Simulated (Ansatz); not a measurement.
Consider the atomization: `C[CH](O)[InH2]` → 2 C• + 7 H• + In• + O•.

Computed with Ansatz on PBE0-D4/def2-TZVP structures; ΔE is electronic, products minus reactants. CCSD(T)/CBS is the MP2 limit (def2-TZVPP, def2-QZVPP) plus CCSD(T) − MP2 in def2-TZVPP, frozen cores. This one scheme is used for every species, atoms too. For atomizations the MP2-based limit and the directly extrapolated one differ by several kJ/mol either way, and by 10 to 25 for some Ge, Se and Sn compounds, so smaller differences from it don't rank the levels. DFT in def2-TZVPP. Open shells (•) are unrestricted, without spin–orbit coupling. Spin–orbit coupling would lower the free atoms: a little for C, O; strongly for In. Elements past krypton have def2 core potentials. For In outer-core shells are correlated without core-valence functions, so the limit isn't a true one: a few kJ/mol of doubt a bond, and 10 to 20 or more in all where bonds break to atoms. One conformer a species, not always the lowest.

| level | ΔE (eV) |
| --- | --- |
| LDA (SPW92) | 42.91 |
| ωB97M-V | 37.49 |
| BLYP | 36.60 |
| r2SCAN | 37.33 |

Problem. What does CCSD(T)/CBS give? (Estimate.)

Solution. Computed: +37.48 eV. The listed levels differ from it by 5.43, 0.01, -0.88, -0.15 eV.

Largest T1 diagnostic among the species: 0.015.

Leaving LDA and LC-ωPBE aside and taking each functional with its dispersion term where it has one, the values, not all of them listed here, spread over 1.67 eV, from BHLYP-D4 to PBE-D4. LDA lies +5.24 eV from PBE without D4, its usual overbinding. From r2SCAN to r2SCAN0 (25 % exact exchange), in def2-TZVPP and without D4, ΔE moves by −0.52 eV: exact exchange takes away binding that semilocal exchange gives to molecules. The D4 term adds +0.32 eV with B3LYP and +0.17 eV with PBE0; it sums over pairs of atoms, weighted by their polarisabilities, and B3LYP, whose exchange is more repulsive, gets the larger term.

B3LYP here is the variant with VWN-RPA as its local correlation; programs differ in this.
